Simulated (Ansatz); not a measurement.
Born–Oppenheimer molecular dynamics of C4H8AlN (14 atoms, charge 0, multiplicity 1). It starts from a relaxed structure.

Level of theory: UKS PBE-D4/STO-3G (Ansatz).

| Item | Value |
| --- | --- |
| ensemble | NVE (velocity Verlet) |
| time step | 0.5 fs |
| steps asked | 164 |
| starting velocities drawn for | 100 K |
| seed | 232656 |

First frame:

```xyz
14
Properties=species:S:1:pos:R:3
C 2.787 1.478 -1.715
C 1.866 1.030 -1.048
Al 0.460 0.350 -0.011
C 0.146 0.794 1.823
N -0.590 -0.762 -0.843
C -1.775 -1.465 -0.292
H 3.606 1.877 -2.308
H 0.452 -0.022 2.501
H -0.922 0.989 2.026
H 0.704 1.693 2.133
H -0.444 -1.030 -1.847
H -1.666 -2.576 -0.315
H -1.922 -1.168 0.767
H -2.715 -1.220 -0.843
```

**Question.** What does the run give?

**Answer.** The run went to its last step.

```json
{
  "steps done": "164",
  "time covered": "82 fs",
  "mean temperature over the second half": "43 K",
  "spread of the potential energy over the second half": "0.9 meV per atom",
  "mean potential energy of the second half above the start": "6.3 meV per atom"
}
```

The conserved energy stayed within 0.056 meV per atom of its start (net change 0.034 meV per atom), so the integration is sound. The temperature averaged 0.43 of the 100 K drawn at the start: a run that starts near a minimum puts about half its kinetic energy into the potential. A run of 0.082 ps of so small a system gives no equilibrium averages. Limits of this set-up: minimal basis.

**Question.** What happens to the structure?

**Answer.** The same pairs are bonded in the first frame and the last. Pairs count as bonded within 1.25 times the sum of covalent radii (0.12 Å more for H–H). The details hang on the random start.

**Question.** How do temperature and energy run in time?

**Answer.** 
| time (fs) | T (K) | potential energy less start (eV) | conserved less start (meV/atom) |
| --- | --- | --- | --- |
| 0.0 | 100 | 0.000 | 0.00 |
| 6.5 | 52 | 0.075 | 0.05 |
| 13.0 | 51 | 0.076 | 0.04 |
| 19.5 | 72 | 0.043 | 0.01 |
| 26.0 | 37 | 0.099 | 0.04 |
| 32.5 | 36 | 0.099 | 0.05 |
| 39.0 | 63 | 0.058 | 0.01 |
| 45.5 | 40 | 0.094 | 0.04 |
| 52.0 | 40 | 0.094 | 0.05 |
| 58.5 | 61 | 0.061 | 0.01 |
| 65.0 | 32 | 0.106 | 0.04 |
| 71.5 | 33 | 0.105 | 0.05 |
| 78.0 | 50 | 0.078 | 0.01 |

Run time: 9.9 min on 1 CPU thread of a shared host.
